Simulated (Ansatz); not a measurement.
Reaction (hydrogenolysis of the Si–F bond): `BC(F)[SiH2]F` + H₂ → `BC(F)[SiH3]` + H–F

Computed with Ansatz on PBE0-D4/def2-TZVP structures; ΔE is electronic, products minus reactants. CBS: MP2 limit from def2 TZ/QZ plus the TZ coupled-cluster correction, frozen cores. This one scheme is used for every species. DFT in def2-TZVPP. B3LYP here is the variant with VWN-RPA as its local correlation; programs differ in this. HSE06 is defined as in plane-wave codes. Each species was taken in one conformer, which may not be the lowest.

```tsv
level	ΔE (kcal/mol)	difference from CCSD(T)/CBS
PBE-D4	24.5	-1.8
revPBE-D4	24.6	-1.7
r2SCAN-D4	27.8	1.5
PBE0-D4	24.3	-2.0
HSE06-D4	24.2	-2.1
BHLYP-D4	27.9	1.6
B2PLYP	27.4	1.1
revPBE	24.1	-2.2
PBE0	24.2	-2.1
B3LYP	27.0	0.7
HSE06	24.1	-2.2
BHLYP	27.7	1.4
MP2/def2-SVP	24.9	-1.4
CCSD/def2-SVP	23.3	-3.0
CCSD/def2-TZVPP	25.9	-0.4
HF/def2-QZVPP	28.5	2.2
CCSD(T)/CBS	26.3	0
```

What do rigid-rotor, harmonic-oscillator terms from PBE0-D4/def2-TZVP frequencies (298.15 K, 1 bar) make of the CCSD(T)/CBS value? (Estimate.)

Computed: ΔZPE = +2.5 kcal/mol, ΔH = +28.5 kcal/mol, ΔS = 22 J/(mol·K), ΔG = +26.9 kcal/mol. Modes under 50 cm⁻¹ make the entropy rough.

Largest T1 diagnostic among the species: 0.013.

Leaving LDA and LC-ωPBE aside and taking each functional with its dispersion term where it has one, the values spread over 3.7 kcal/mol, from HSE06-D4 to BHLYP-D4. At CCSD(T), def2-SVP lies −3.0 kcal/mol from the extrapolated value and def2-TZVPP −0.4 kcal/mol. In def2-TZVPP, CCSD(T) changes the Hartree–Fock value by −2.1 kcal/mol (the triples alone add −0.0 kcal/mol) and MP2 by −1.0 kcal/mol.
